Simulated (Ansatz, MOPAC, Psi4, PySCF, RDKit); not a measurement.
Dimer: C2H4 (SMILES C=C) (first 6 atoms) with C2H6O (SMILES COC); geometry from B3LYP-D3(BJ)/def2-TZVP, rigid monomers moved along the line of their centres of mass till H5···O8 is 3.40 Å.
(charge 0, multiplicity 1):
```xyz
15

C      0.51837    -0.50382     0.28774
C     -0.39773     0.43656     0.46910
H      0.85996    -0.79039    -0.69980
H      0.96668    -1.02877     1.12301
H     -0.73507     0.71854     1.45918
H     -0.84211     0.95753    -0.37098
C      0.60955     0.80402     5.11567
O     -0.74880     0.52418     4.85580
C     -1.06027    -0.84316     5.01177
H      1.26961     0.25849     4.42938
H      0.88108     0.53980     6.14589
H      0.75564     1.87313     4.97101
H     -0.47949    -1.46789     4.32134
H     -2.11949    -0.96353     4.79081
H     -0.86572    -1.18195     6.03756
```

```
level                           interaction energy (meV)
------------------------------  ------------------------
MMFF94                                             -31.7
PM7                                                -42.8
HF/6-31G*                                          -10.7
HF/aug-cc-pVDZ                                     -11.1
PBE/def2-TZVPPD                                    -21.3
PBE-D3(BJ)/def2-TZVPPD                             -44.8
PBE-D4/def2-TZVPPD                                 -44.5
r2SCAN/def2-TZVPPD                                 -19.7
B3LYP/6-31G* (no counterpoise)                     -24.9
B3LYP/def2-TZVPPD                                   -4.4
wB97X-V/def2-TZVPPD                                -36.9
wB97M-V/def2-TZVPPD                                -35.7
CCSD(T)/aug-cc-pVDZ                                -35.1
SAPT0/jun-cc-pV(D+d)Z                              -30.9
```

The rows run from -44.8 (PBE-D3(BJ)/def2-TZVPPD) to -4.4 meV (B3LYP/def2-TZVPPD). The dispersion term adds -23.5 in PBE-D3(BJ), -23.2 in PBE-D4. The 5 functionals in def2-TZVPPD without D3 or D4 span 32.5, from wB97X-V to B3LYP.

Monomers are frozen at their geometry in the pair; levels with a basis set take the counterpoise correction. Rows marked so take none.

Correlated levels freeze the cores. Rows in 6-31G* carry no dispersion term and start afresh at each structure (6-31G* with six Cartesian d functions). The state that PM7 reach isn't checked; PM7 holds dispersion and hydrogen-bond terms.

Codes used: Ansatz (a program for electronic structure); MOPAC for PM7 (differences of heats of formation); Psi4 for SAPT; PySCF for 6-31G* rows, the dispersion terms; RDKit for the force fields.
